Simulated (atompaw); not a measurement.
**An all-electron radial function and its pseudo partner (argon (Ar))**

Columns: radius, all-electron u(r) and pseudo u(r) of the 3p shell (level -10.23 eV) of argon in the configuration [Ne] 3s2 3p6; PBEsol, scalar-relativistic, PAW (atompaw) scheme, atompaw 4.2.0.5.

```json
{"r (bohr)": "0.060", "all-electron": "-0.1156", "pseudo": "0.0062"}
{"r (bohr)": "0.119", "all-electron": "-0.2727", "pseudo": "0.0243"}
{"r (bohr)": "0.179", "all-electron": "-0.3684", "pseudo": "0.0542"}
{"r (bohr)": "0.238", "all-electron": "-0.3867", "pseudo": "0.0938"}
{"r (bohr)": "0.298", "all-electron": "-0.3427", "pseudo": "0.1432"}
{"r (bohr)": "0.358", "all-electron": "-0.2558", "pseudo": "0.2000"}
{"r (bohr)": "0.417", "all-electron": "-0.1458", "pseudo": "0.2612"}
{"r (bohr)": "0.477", "all-electron": "-0.0226", "pseudo": "0.3270"}
{"r (bohr)": "0.537", "all-electron": "0.1023", "pseudo": "0.3941"}
{"r (bohr)": "0.596", "all-electron": "0.2203", "pseudo": "0.4596"}
{"r (bohr)": "0.656", "all-electron": "0.3313", "pseudo": "0.5238"}
{"r (bohr)": "0.715", "all-electron": "0.4295", "pseudo": "0.5830"}
{"r (bohr)": "0.775", "all-electron": "0.5171", "pseudo": "0.6378"}
{"r (bohr)": "0.835", "all-electron": "0.5922", "pseudo": "0.6862"}
{"r (bohr)": "0.894", "all-electron": "0.6541", "pseudo": "0.7269"}
{"r (bohr)": "0.954", "all-electron": "0.7052", "pseudo": "0.7607"}
{"r (bohr)": "1.013", "all-electron": "0.7446", "pseudo": "0.7867"}
{"r (bohr)": "1.073", "all-electron": "0.7749", "pseudo": "0.8059"}
{"r (bohr)": "1.133", "all-electron": "0.7962", "pseudo": "0.8184"}
{"r (bohr)": "1.192", "all-electron": "0.8096", "pseudo": "0.8247"}
{"r (bohr)": "1.252", "all-electron": "0.8163", "pseudo": "0.8259"}
{"r (bohr)": "1.312", "all-electron": "0.8172", "pseudo": "0.8226"}
{"r (bohr)": "1.371", "all-electron": "0.8132", "pseudo": "0.8158"}
{"r (bohr)": "1.431", "all-electron": "0.8050", "pseudo": "0.8059"}
{"r (bohr)": "1.490", "all-electron": "0.7935", "pseudo": "0.7936"}
{"r (bohr)": "1.550", "all-electron": "0.7790", "pseudo": "0.7790"}
```

(1) How many radial nodes do the two functions have?

(2) Where does each function peak?

(3) Is the pseudo-wave norm-conserving?

Answers

(1) The all-electron 3p function has n − l − 1 = 1; the pseudo-wave has 0, since the states of the same l below it are removed with the core.

(2) Outermost all-electron maximum near 1.31 bohr, pseudo maximum near 1.25 bohr (to the table’s step).

(3) No, it belongs to a PAW set: the norm inside the radius is not constrained, and the difference is carried by the augmentation charge.
